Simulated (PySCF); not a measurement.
**NbCl₃: fields on a plane**

All numbers come from PySCF, UPBE0, basis Nb def2-SVP with ECP28, Cl def2-SVP (scalar-relativistic core potentials, no spin–orbit coupling, density fitting).

The triplet minimum has Nb–Cl 2.276 Å, Nb–Cl 2.293 Å (×2); Cl–Nb–Cl 109.0°, Cl–Nb–Cl 125.5° (×2).

The plane holds Nb1 at (0.00, 0.00), Cl2 at (2.28, 0.00), Cl3 at (-1.33, 1.87), Cl4 at (-1.33, -1.87) Å. Columns run from x = -3.45 to 4.65 Å, rows from y = 4.05 (top) to -3.75 Å, in steps of 0.3 Å. Other isomers or separated fragments may lie lower. Core electrons replaced by a potential are absent, the electrostatic potential uses the reduced nuclear charge, and values within about 0.7 Å of such atoms have no physical meaning.

Q: Give the spin density (e/Å³) (cut at ±0.5 e/Å³). Lower edges of the bins (e/Å³): '0' -0.112, '1' -0.063, '2' -0.014, '3' 0.035, '4' 0.084, '5' 0.133, '6' 0.181, '7' 0.230, '8' 0.279, '9' 0.328; top 0.38.

A: 
```
2222222222222222222222222222
2222222222222222222222222222
2222222222222222222222222222
2222222222222222222222222222
2222222222222222222222222222
2222222222222222222222222222
2222212222222222222222222222
2222212021222222222222222222
2222222221222222222222222222
2222222112222222222222222222
2222222222222222222222222222
2222222223344322222222222222
2222222224667742221222222222
2222222236933963212122222222
2222222236933963212122222222
2222222224667742221222222222
2222222223344322222222222222
2222222222222222222222222222
2222222112222222222222222222
2222222221222222222222222222
2222212021222222222222222222
2222212222222222222222222222
2222222222222222222222222222
2222222222222222222222222222
2222222222222222222222222222
2222222222222222222222222222
2222222222222222222222222222
```

Q: Give the electron localisation function (set to 0 where the density is under 0.005 e/Å³). Lower edges of the bins: '_' 0.000, '.' 0.090, ':' 0.179, '-' 0.269, '=' 0.358, '+' 0.448, '*' 0.537, '#' 0.627, '%' 0.716, '@' 0.805; top 0.90, each point printed twice.

A: 
```
________________________________________________________
__________..::::::::..__________________________________
______..::==++++++++--::________________________________
____..--++**########**==::______________________________
__..--++**%%@@@@@@@@##**==..____________________________
__::==**%%@@@@@@@@@@@@##++--____________________________
__--++##@@@@......@@@@%%**--____________________________
__--**%%@@##==::##++@@%%**::______..::::::..____________
__--**%%@@%%..@@::**@@##==..____..==++++++==--..________
__--++##@@@@**::++@@%%--..______==**######**++==..______
__..==**%%@@@@@@@@##--....____..**%%@@@@@@%%##++--..____
____::++**##%%##++::==**##**....##@@@@@@@@@@@@##==::____
______..--====::..++@@%%@@@@++::%%@@--..::@@@@%%++--____
____________..__::@@@@____@@##::%%##::%%++**@@%%**--..__
____________..__::@@@@____@@##::%%##::%%++**@@%%**--..__
______..--====::..++@@%%@@@@++::%%@@--..::@@@@%%++--____
____::++**##%%##++::==**##**....##@@@@@@@@@@@@##==::____
__..==**%%@@@@@@@@##--....____..**%%@@@@@@%%##++--..____
__--++##@@@@**::++@@%%--..______==**######**++==..______
__--**%%@@%%..@@::**@@##==..____..==++++++==--..________
__--**%%@@##==::##++@@%%**::______..::::::..____________
__--++##@@@@......@@@@%%**--____________________________
__::==**%%@@@@@@@@@@@@##++--____________________________
__..--++**%%@@@@@@@@##**==..____________________________
____..--++**########**==::______________________________
______..::==++++++++--::________________________________
__________..::::::::..__________________________________
```

With open d or f shells other occupations or spin states may lie lower.
